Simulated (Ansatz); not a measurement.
A structure relaxed at PBE-D4/def2-SVPD in Ansatz, charge -1, doublet:

| atom | x (Å) | y (Å) | z (Å) |
| --- | --- | --- | --- |
| W1 | 1.4810 | 1.4770 | 0.1061 |
| W2 | -1.0311 | -2.1330 | -0.6919 |
| W3 | -1.4711 | -0.3242 | 0.5328 |
| Si4 | -0.6261 | 1.5596 | -0.9300 |
| Si5 | 0.9533 | -0.6205 | -0.8080 |
| Si6 | 0.6938 | 0.0411 | 1.7909 |

Give its formula and point group.

the cluster Si₃W₃⁻. Point group Cs (tolerance 0.1 Å).

Summarise the bond lengths by kind (pairs closer than 1.2 times the sum of covalent radii, bridged metal pairs left out).

7 × Si–W 2.35 to 2.79 Å; 2 × W–W 2.23 to 3.48 Å.

In the def2 sets W takes a core potential; there is no spin–orbit coupling. The charge -1 doublet is spin-contaminated (final ⟨S²⟩ up to 2.04, 0.75 for a pure state). Another isomer (doublet) lies 2.09 eV lower at PBE0-D4/def2-TZVPD; other spin states weren't run for this one.
